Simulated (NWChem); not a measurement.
Molecule: CH$_{4}$N$_{2}$SSr

```xyz
9

Sr    -0.0397    -0.1227     0.2722
S     -0.0221    -2.8459    -0.2698
H      1.2996    -2.9107    -0.5528
C      0.0345     2.6488    -0.3201
N     -1.1374     2.0423    -0.2082
N      1.1688     1.9930    -0.1215
H      0.0680     3.7254    -0.5887
H     -1.9159     2.6621    -0.4021
H      1.9849     2.5799    -0.2524
```
Atoms are numbered in this order, from 1.

Results from NWChem. The geometry was optimised at PBE0/def2-SVP. Not confirmed as a minimum by frequencies. def2 effective core potentials on Sr; no spin-orbit coupling. B3LYP is NWChem's, with the RPA form of VWN correlation. Vertical excitations in the gas phase.

**Question.** Predict the results for B3LYP/def2-SVP, full TDDFT. Quantities: lowest excitation, singlet (eV); oscillator strength of that lowest state; orbital gap (eV).

**Answer.** 
- lowest excitation, singlet (eV) = 3.13
- oscillator strength of that lowest state = 0.036
- orbital gap (eV) = 3.97
